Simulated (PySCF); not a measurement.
C4H8OSi2.
SMILES: `[SiH3]OC1=CC=C[SiH2]1`

Torsions of this conformer, `[SiH3:1][O:2][C:3]1=[CH:4][CH:5]=[CH:6][SiH2:7]1`: Si1–O2–C3–C4 180°.

The closed-shell ground state was solved at several levels (PySCF, density fitting, gas phase, non-relativistic). One conformer (not necessarily the lowest) at the GFN2-xTB geometry, without solvent, vibrations or thermal averaging.

```
              level  basis functions  total energy (Eh)  HOMO (eV)  LUMO (eV)  gap (eV)  dipole (D)
      PBE0/pcSseg-1              173          -810.8530      -6.08      -1.33      4.75        0.82
CAM-B3LYP/def2-SVPD              215          -810.9725      -7.32      -0.22      7.10        0.62
```

(1) Estimate the row for PBE0/def2-SVPD, a basis of 215 functions; the other rows only guide the guess.

(2) How far do the dipole and the HOMO energy spread over the levels?

## Answers

(1) Total energy -810.5644 Eh, HOMO -6.10 eV, LUMO -1.35 eV, gap 4.75 eV, dipole 0.55 D.

(2) The dipole runs from 0.55 to 0.82 D (mean 0.66 D) and the HOMO from -7.32 to -6.08 eV.
